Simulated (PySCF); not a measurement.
# What a mistake does to a calculation on AlBC2H8

Calculated results; nothing here was measured. The program is PySCF 2.14.0, an open-source quantum chemistry code, run on an isolated molecule that a program drew, which may never have been made. The molecule is AlBC2H8 (charge 0, singlet), drawn as the SMILES string `C[B](C)[AlH2]`.

Each row is a Hartree-Fock (HF) and frozen-core CCSD(T) single point in the cc-pV(D+d)Z basis, meant for a local HF minimum. Run 1 is clean. Each other run has one planted mistake out of seven kinds, and not every kind appears here: one electron removed, one electron added, multiplicity raised by two, geometry at a saddle point, minimal basis STO-3G, one bond length entered in bohr, all coordinates scaled. The reference is restricted for singlets and unrestricted otherwise, and also for a bond in bohr. Adding or removing an electron swaps singlet and doublet. Electrons count all cores. HOMO and LUMO are orbital energies over both spins, the gradient is its largest component, and the lowest frequency (negative if imaginary) is given only where the gradient is small. Bond lengths are over the 11 bonds as drawn. T1 is the CCSD diagnostic: over 0.02 (restricted) or 0.045 (unrestricted) a single reference is doubtful.

Geometry of the clean run:
```xyz
12
AlBC2H8, angstrom
C     0.0012   -0.7766    1.5969
B    -1.4952   -0.6156    1.0864
C    -1.8978   -1.4058   -0.2326
Al   -2.9280    0.6303    2.1452
H     0.4027    0.0613    2.1726
H    -0.0186   -1.6404    2.2813
H     0.7088   -1.0311    0.8005
H    -2.9530   -1.6750   -0.3253
H    -1.6817   -0.7124   -1.0618
H    -1.2873   -2.2977   -0.4102
H    -3.1667    2.1556    1.7555
H    -3.7987    0.0698    3.3547
```

```
run,electrons,basis functions,<S^2>,HOMO (eV),LUMO (eV),gradient (hartree/bohr),lowest frequency (cm^-1),mean bond (Å),longest bond (Å),T1,HF (hartree),CCSD(T) (hartree),mistake
1,38,105,0.000,-9.37,1.28,6.3e-06,85,1.3744,2.174,0.0102,-346.97533,-347.49106,no fault
2,38,105,0.818,-7.50,0.86,8.0e-03,-,1.5032,3.009,0.0483,-346.87988,-347.38698,one bond length entered in bohr
3,37,105,0.761,-16.44,-6.91,6.6e-02,-,1.3744,2.174,0.0161,-346.67769,-347.17059,one electron removed
4,38,105,2.013,-6.30,-0.31,3.2e-02,-,1.3744,2.174,0.0157,-346.86554,-347.37181,?
5,38,32,0.000,-7.11,7.68,4.5e-02,-,1.3744,2.174,0.0063,-342.83016,-343.06022,?
```

**Which mistake was planted in run 4, and what did it cost?**

Electrons, basis and geometry are unchanged, and <S^2> is 2.013, beside S(S+1) = 2.00 for a multiplicity of 3. So the mistake is: multiplicity raised by two. Subtracting run 1 and multiplying by 627.51 kcal/mol a hartree, the energy moved by 68.9 kcal/mol in HF and 74.8 kcal/mol in CCSD(T).

**Which mistake was planted in run 5, and what did it cost?**

It has 32 basis functions where the clean run has 105, with the same electrons and geometry. So the mistake is: minimal basis STO-3G. Subtracting run 1 and multiplying by 627.51 kcal/mol a hartree, the energy moved by 2601.1 kcal/mol in HF and 2780.4 kcal/mol in CCSD(T).

Cautions from the logs. Run 2: T1 is over the limit, so its CCSD(T) energy is less reliable.
